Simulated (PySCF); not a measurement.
## Computed vibrations of [Dy(NH2)2]+

[Dy(NH2)2]+ (singlet in the valence; each metal's 4f electrons, 9 of them, lie in its core potential, out of spins and levels). PySCF 2.14.0, RKS PBE0, Dy lcecp-1-SVP with ECP55, N def2-SVP, H def2-SVP; non-relativistic Hamiltonian with scalar-relativistic core potentials where named; density fitting; no spin-orbit coupling. Central differences of gradients.

```xyz
7

Dy    0.0000    0.0000   -0.2001
N     1.7359    0.0000    0.9653
H     2.1540   -0.8098    1.4311
H     2.1540    0.8098    1.4311
N    -1.7359    0.0000    0.9653
H    -2.1540    0.8098    1.4311
H    -2.1540   -0.8098    1.4311
```

Run from Python with OMP_NUM_THREADS=2. Where DIIS fails, smearing, a level shift and second-order steps follow.
It took 55 s on 2 threads of Intel(R) Xeon(R) Platinum 8259CL CPU @ 2.50GHz (Skylake/Cascade Lake), on a shared host.

(1) What are the harmonic wavenumbers and infrared intensities?

(2) Is this a minimum?

An lcecp potential fixes the number of 4f electrons, so in runs with it no electron can move into or out of that shell.

Results:

(1) Modes are labelled in C2v; negative numbers are unstable modes, those under 60 cm⁻¹ near the noise; a finer grid moves soft modes by up to 10 cm⁻¹.
```json
{"cm⁻¹": "-384", "km/mol": "–", "symmetry": "b2"}
{"cm⁻¹": "-384", "km/mol": "–", "symmetry": "a2"}
{"cm⁻¹": "148", "km/mol": "0.0", "symmetry": "a1"}
{"cm⁻¹": "363", "km/mol": "0.0", "symmetry": "a2"}
{"cm⁻¹": "389", "km/mol": "94.8", "symmetry": "b2"}
{"cm⁻¹": "547", "km/mol": "181.3", "symmetry": "b1"}
{"cm⁻¹": "590", "km/mol": "186.0", "symmetry": "b1"}
{"cm⁻¹": "606", "km/mol": "202.0", "symmetry": "a1"}
{"cm⁻¹": "623", "km/mol": "48.7", "symmetry": "a1"}
{"cm⁻¹": "1512", "km/mol": "36.8", "symmetry": "b1"}
{"cm⁻¹": "1514", "km/mol": "55.7", "symmetry": "a1"}
{"cm⁻¹": "3518", "km/mol": "145.8", "symmetry": "b1"}
{"cm⁻¹": "3522", "km/mol": "78.0", "symmetry": "a1"}
{"cm⁻¹": "3591", "km/mol": "0.0", "symmetry": "a2"}
{"cm⁻¹": "3591", "km/mol": "94.2", "symmetry": "b2"}
```

(2) No: 2 unstable; the lowest moves the atoms so:
```
Dy   0.00 -0.01  0.00
N    0.00  0.05  0.00
H    0.29 -0.03 -0.40
H   -0.29 -0.03  0.40
N    0.00  0.05  0.00
H    0.29 -0.03  0.40
H   -0.29 -0.03 -0.40
```
